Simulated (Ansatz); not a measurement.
`[GeH3][CH]1[CH2][GaH]1` + `FCCCl` → `F[CH]([GeH3])CCl` + `[CH2]1[CH2][GaH]1`  (formal exchange of groups at a Ge–C bond)

Gas-phase electronic energies from Ansatz, PBE0-D4/def2-TZVP geometries. CCSD(T)/CBS is the MP2 limit (def2-TZVPP, def2-QZVPP) plus CCSD(T) − MP2 in def2-TZVPP, frozen cores. This one scheme is used for every species. Functionals use def2-TZVPP. B3LYP here is the variant with VWN-RPA as its local correlation; programs differ in this. For Ga, Ge outer-core shells are correlated without core-valence functions, which leaves a few kJ/mol of doubt a bond. Scalar relativity is left out up to krypton. Each species was taken in one conformer, which may not be the lowest.

| level | ΔE (kJ/mol) |
| --- | --- |
| PBE-D4 | 84.4 |
| B3LYP-D4 | 91.3 |
| B2PLYP | 77.2 |
| r2SCAN | 72.1 |
| PBE0 | 70.2 |
| SCS-MP2/def2-TZVPP | 62.6 |
| HF/def2-QZVPP | 68.5 |
| MP2/def2-QZVPP | 63.0 |

(1) What does CCSD(T)/CBS give? (An estimate is asked.)

Largest T1 diagnostic among the species: 0.016.

Answers

(1) The calculation gave: +78.0 kJ/mol. The listed levels differ from it by 6.4, 13.3, -0.8, -5.9, -7.8, -15.4, -9.5, -15.0 kJ/mol.

The D4 term adds +6.1 kJ/mol with B3LYP and +2.9 kJ/mol with PBE0; it sums over pairs of atoms, weighted by their polarisabilities, and B3LYP, whose exchange is more repulsive, gets the larger term. From PBE to PBE0 (25 % exact exchange), in def2-TZVPP and without D4, ΔE moves by −10.6 kJ/mol.
